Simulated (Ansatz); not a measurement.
Species: NH, net charge 1, doublet state. 
Structure (B3LYP-D3(BJ)/def2-TZVP (Ansatz, an electronic-structure program) minimum search):
SMILES: [NH+]
```xyz
2

N      0.0000     0.0000    -0.1353
H      0.0000     0.0000     0.9473
```
Charge +1, spin multiplicity 2.

Property: vertical electron affinity (to the triplet state of charge +0; a negative value means that the extra electron is unbound and the number depends on the basis; each state is the SCF solution reached for its spin; the UHF <S^2> is 1.25 for the doublet (pure: 0.75); for the doublet T1 is 0.111), in eV. Cores are frozen in the correlated levels unless marked. UHF or UKS for open shells. No spin-orbit coupling. Non-relativistic. CBS(X,Y): correlation extrapolated as X^-3; Hartree-Fock from the larger set.

```tsv
level	program	vertical electron affinity (eV)
SVWN5/def2-TZVPD	Ansatz	13.90
```

### Question
Estimate the value at CCSD(T)/CBS(aug-cc-pVTZ,aug-cc-pVQZ) as computed with Ansatz.

### Answer
13.46 eV
